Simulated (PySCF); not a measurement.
Be(NH2)(NMe2) (C2H8BeN2), SMILES [N]([Be][NH2])(C)C.

The structure is a stationary point at PBE-D3(BJ)/def2-SVP. Other conformers were not sampled.

Computed with PBE-D3(BJ)/def2-SVP run with PySCF.

Harmonic, unscaled wavenumbers; measured fundamentals usually lie a few per cent lower.

Computed normal modes with their intensities:
```json
[
 {"mode": "1", "ν (cm⁻¹)": "118", "IR (km/mol)": "0.2", "moving atoms (share of kinetic energy)": "C 37 %, N 32 %, H 26 %"},
 {"mode": "2", "ν (cm⁻¹)": "152", "IR (km/mol)": "2.7", "moving atoms (share of kinetic energy)": "H 54 %, N 31 %, Be 11 %"},
 {"mode": "3", "ν (cm⁻¹)": "245", "IR (km/mol)": "0.0", "moving atoms (share of kinetic energy)": "H 97 %"},
 {"mode": "4", "ν (cm⁻¹)": "257", "IR (km/mol)": "1.3", "moving atoms (share of kinetic energy)": "H 73 %, Be 20 %"},
 {"mode": "5", "ν (cm⁻¹)": "309", "IR (km/mol)": "0.0", "moving atoms (share of kinetic energy)": "H 99 %"},
 {"mode": "6", "ν (cm⁻¹)": "343", "IR (km/mol)": "0.0", "moving atoms (share of kinetic energy)": "C 38 %, H 37 %, N 19 %"},
 {"mode": "7", "ν (cm⁻¹)": "346", "IR (km/mol)": "8.9", "moving atoms (share of kinetic energy)": "N 37 %, H 35 %, Be 27 %"},
 {"mode": "8", "ν (cm⁻¹)": "410", "IR (km/mol)": "92.7", "moving atoms (share of kinetic energy)": "H 75 %, N 11 %, Be 11 %"},
 {"mode": "9", "ν (cm⁻¹)": "458", "IR (km/mol)": "84.2", "moving atoms (share of kinetic energy)": "Be 67 %, N 16 %, H 11 %"},
 {"mode": "10", "ν (cm⁻¹)": "594", "IR (km/mol)": "0.6", "moving atoms (share of kinetic energy)": "N 47 %, C 30 %, H 21 %"},
 {"mode": "11", "ν (cm⁻¹)": "664", "IR (km/mol)": "71.0", "moving atoms (share of kinetic energy)": "H 58 %, Be 24 %, N 19 %"},
 {"mode": "12", "ν (cm⁻¹)": "981", "IR (km/mol)": "20.2", "moving atoms (share of kinetic energy)": "C 40 %, H 33 %, N 24 %"},
 {"mode": "13", "ν (cm⁻¹)": "1052", "IR (km/mol)": "2.2", "moving atoms (share of kinetic energy)": "H 74 %, C 25 %"},
 {"mode": "14", "ν (cm⁻¹)": "1070", "IR (km/mol)": "0.0", "moving atoms (share of kinetic energy)": "H 80 %, C 20 %"},
 {"mode": "15", "ν (cm⁻¹)": "1128", "IR (km/mol)": "0.4", "moving atoms (share of kinetic energy)": "H 68 %, C 20 %, N 12 %"},
 {"mode": "16", "ν (cm⁻¹)": "1198", "IR (km/mol)": "64.8", "moving atoms (share of kinetic energy)": "N 58 %, C 33 %, H 9 %"},
 {"mode": "17", "ν (cm⁻¹)": "1199", "IR (km/mol)": "17.6", "moving atoms (share of kinetic energy)": "H 43 %, C 21 %, N 21 %, Be 15 %"},
 {"mode": "18", "ν (cm⁻¹)": "1379", "IR (km/mol)": "4.6", "moving atoms (share of kinetic energy)": "H 87 %, C 13 %"},
 {"mode": "19", "ν (cm⁻¹)": "1395", "IR (km/mol)": "0.0", "moving atoms (share of kinetic energy)": "H 97 %"},
 {"mode": "20", "ν (cm⁻¹)": "1401", "IR (km/mol)": "8.1", "moving atoms (share of kinetic energy)": "H 97 %"},
 {"mode": "21", "ν (cm⁻¹)": "1403", "IR (km/mol)": "50.9", "moving atoms (share of kinetic energy)": "H 77 %, C 20 %"},
 {"mode": "22", "ν (cm⁻¹)": "1422", "IR (km/mol)": "46.0", "moving atoms (share of kinetic energy)": "H 80 %, Be 15 %"},
 {"mode": "23", "ν (cm⁻¹)": "1428", "IR (km/mol)": "17.6", "moving atoms (share of kinetic energy)": "H 96 %"},
 {"mode": "24", "ν (cm⁻¹)": "1477", "IR (km/mol)": "0.1", "moving atoms (share of kinetic energy)": "H 86 %, N 10 %"},
 {"mode": "25", "ν (cm⁻¹)": "1544", "IR (km/mol)": "342.1", "moving atoms (share of kinetic energy)": "Be 41 %, N 31 %, H 27 %"},
 {"mode": "26", "ν (cm⁻¹)": "2877", "IR (km/mol)": "75.0", "moving atoms (share of kinetic energy)": "H 97 %"},
 {"mode": "27", "ν (cm⁻¹)": "2884", "IR (km/mol)": "157.1", "moving atoms (share of kinetic energy)": "H 97 %"},
 {"mode": "28", "ν (cm⁻¹)": "2921", "IR (km/mol)": "120.2", "moving atoms (share of kinetic energy)": "H 91 %, C 9 %"},
 {"mode": "29", "ν (cm⁻¹)": "2932", "IR (km/mol)": "0.0", "moving atoms (share of kinetic energy)": "H 90 %, C 10 %"},
 {"mode": "30", "ν (cm⁻¹)": "3033", "IR (km/mol)": "20.5", "moving atoms (share of kinetic energy)": "H 91 %, C 9 %"},
 {"mode": "31", "ν (cm⁻¹)": "3034", "IR (km/mol)": "29.1", "moving atoms (share of kinetic energy)": "H 91 %, C 9 %"},
 {"mode": "32", "ν (cm⁻¹)": "3508", "IR (km/mol)": "32.7", "moving atoms (share of kinetic energy)": "H 95 %"},
 {"mode": "33", "ν (cm⁻¹)": "3584", "IR (km/mol)": "24.2", "moving atoms (share of kinetic energy)": "H 92 %, N 8 %"}
]
```
